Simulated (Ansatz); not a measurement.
Frontier orbitals of F₂HIn (`[F][InH][F]`).

```xyz
4

F    -0.7041   -1.1947   -1.2179
In    0.1482    0.0495   -0.0062
F    -1.1857    0.5635    1.2973
H     1.7417    0.5817   -0.0731
```

Total charge 0; spin multiplicity 1. Correlated methods include outer-core shells of In, which these sets cover unevenly. In: def2 effective core potential. The geometry is a stationary point of PBE0-D4/def2-TZVP. Basis def2-TZVPP, Ansatz 0.2.0.

A caution on the coupled-cluster cation, which keeps the state that its UHF reference found: large T1 diagnostic of the cation.

Orbital energies of one run (eV). Highest occupied ones, from the top: -8.14, -8.29, -8.43, -8.76, -9.20, -9.34, -11.39, -19.35, -19.58, -19.73, -19.73, -19.87, -27.67, -27.70. Empty: -2.67, -2.33, -0.61, 1.01, 1.67, 2.40.

Which functional gave them?
A. HSE06 (plane-wave form)
B. CAM-B3LYP
C. revPBE
D. B97M-V

C. HOMO energies: revPBE -8.14, B97M-V -8.75, HSE06 -9.54, CAM-B3LYP -11.44 eV.
